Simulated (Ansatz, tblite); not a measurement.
# Redistribution: C2H2ClF + CH2BrI → C2H2FI + CH2BrCl

Species: C2H2ClF (1-chloro-2-fluoroethylene) `F/C=C/Cl`, singlet; CH2BrI (bromoiodomethane) `BrCI`, singlet; C2H2FI `F/C=C/I`, singlet; CH2BrCl `ClCBr`, singlet. The partners trade Cl for I; both sit on C, so the bond types are kept.

Shapes, held fixed at every level: PBE0-D4/def2-TZVP. Programs: Ansatz 0.2.0, tblite 0.8.0. The zero-point and thermal change to 298 K, harmonic and unscaled (PBE0-D4/def2-TZVP), is +0.4 kJ/mol.

```csv
level,kind,ΔH(298 K) (kJ/mol),less CCSD(T)/def2-TZVPP
GFN1-xTB,semi-empirical,-7.9,-5.8
HF/def2-SVP,Hartree–Fock,+0.1,+2.2
SPW92/def2-TZVPP,LDA,+0.4,+2.5
PBE-D4/def2-TZVPP,GGA,-0.2,+1.9
B3LYP-D4/def2-TZVPP,global hybrid,-0.5,+1.6
r2SCAN0-D4/def2-TZVPP,global hybrid,-1.1,+1.0
wB97M-V/def2-TZVPP,range-separated hybrid,-1.9,+0.2
MP2/def2-TZVPP,perturbation theory,-1.8,+0.3
CCSD(T)/def2-TZVPP,coupled cluster or CI,-2.1,0.0
```

The highest level, CCSD(T)/def2-TZVPP, gives ΔH(298 K) = -2.1 kJ/mol; the levels span -7.9 to +0.4. That is about zero within the method's error. They disagree on the sign: 2 of 9 are positive. The column of differences is taken from that level and isn't an error. No measured value is set beside it here. For atoms past krypton def2 sets carry core potentials with scalar relativity. Relativity is left out for Br unless named. Correlated rows may include outer-core shells of Br, I, which these sets cover unevenly.
